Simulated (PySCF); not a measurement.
Isomers of C5H5FS, one GFN2-xTB conformer each. Single-point energies are computed at CAM-B3LYP/def2-SVPD (PySCF, gas phase, no added dispersion term), electronic only.

Question: Rank them by CAM-B3LYP/def2-SVPD energy, lowest first (kJ/mol).
A. `[F:1][CH2:2][c:3]1[cH:4][cH:5][cH:6][s:7]1` with F1–C2–C3–C4 0°
B. `C#C[C@@H]1S[C@]1(C)F`
C. `[CH:1]#[C:2][C@@H:3]1[CH2:4][C@H:5]([F:6])[S:7]1` with C2–C3–C4–C5 -128°, C3–C4–C5–F6 128°, C4–C5–S7–C3 -8°, C2–C3–S7–C5 127°

Answer: A (0.0), B (202.4), C (204.7).

As drawn, the lowest has an aromatic ring, which the highest lacks; the highest has a four-membered ring and a C≡C bond, which the lowest lacks. Neighbours under 10 kJ/mol apart (C#C[C@@H]1S[C@]1(C)F and C#C[C@@H]1C[C@H](F)S1) can change places with a better method, another conformer or zero-point energy. GFN2-xTB itself gives, in the same order: 0.0, 174.4, 172.6. Both levels put the same isomer lowest; measured from each level's own lowest isomer, the values differ by up to 32.1 kJ/mol (C#C[C@@H]1C[C@H](F)S1: 172.6 against 204.7).

Which frontier levels, dipoles and rotational constants go with these structures?

| SMILES | HOMO (eV, CAM-B3LYP/def2-SVPD) | LUMO (eV) | dipole (D) | A, B, C (MHz) |
| --- | --- | --- | --- | --- |
| FCc1cccs1 | -8.14 | 0.42 | 1.28 | 4811, 1649, 1238 |
| C#C[C@@H]1S[C@]1(C)F | -8.49 | 0.10 | 2.07 | 3359, 1821, 1491 |
| C#C[C@@H]1C[C@H](F)S1 | -8.49 | 0.21 | 2.44 | 4125, 1507, 1338 |
